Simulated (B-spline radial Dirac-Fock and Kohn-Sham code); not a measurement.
**Elastic scattering of 246 eV electrons by neutral gadolinium**

These are calculated numbers from a radial B-spline solver; the model is relativistic (Dirac) partial waves in the static field of the Dirac-Fock atom with Furness-McCarthy exchange, without polarisation or absorption potentials. Below a few hundred eV the neglected polarisation potential matters, most of all at small angles.

The run's input, task.json:

```json
{"items": [{
  "Z": 64,
  "q": 0,
  "cfg": [[1, 0, 2], [2, 0, 2], [2, 1, 6], [3, 0, 2], [3, 1, 6], [3, 2, 10], [4, 0, 2], [4, 1, 6], [4, 2, 10], [4, 3, 7], [5, 0, 2], [5, 1, 6], [5, 2, 1], [6, 0, 2]],
  "A": 158,
  "rrms": 5.1569,
  "do": "elastic",
  "energies": [[246.0, 0]],
  "theta": [0, 0.5, 1, 2, 4, 8, 12, 16, 24, 32, 45, 60, 75, 90, 105, 120, 135, 150, 165, 180]
}]}
```

Command: `python xray2_run.py task.json out`

```csv
θ (°),dσ/dΩ (Å²/sr),Sherman function
0,67.7,0.000
0.5,67.4,0.000
1,66.5,0.000
2,63.1,0.000
4,51.6,0.000
8,25.5,0.000
12,10.4,-0.002
16,4.08,-0.006
24,0.615,-0.031
32,0.374,0.005
45,0.472,0.053
60,0.0393,0.226
75,0.131,-0.086
90,0.241,-0.036
105,0.0376,-0.077
120,0.0546,-0.096
135,0.108,-0.056
150,0.0197,-0.115
165,0.190,0.002
180,0.391,0.000
```

Q: What integrated cross sections go with this distribution?

A: The total elastic cross section is 6.93 Å², the first transport cross section 1.48 Å² and the second, weighted with (3/2) sin²θ, 1.97 Å². The mean deflection is ⟨1 − cos θ⟩ = 0.214, and 8.0 % of the collisions scatter beyond 90°.

On this grid of angles the cross section has minima near 32°, 60°, 105°, 150°, from interference among the few low partial waves with large phase shifts.

Phase shifts modulo π (rad) for κ = −1 to −5: -1.131, -0.163, 0.540, 0.924, -1.397.
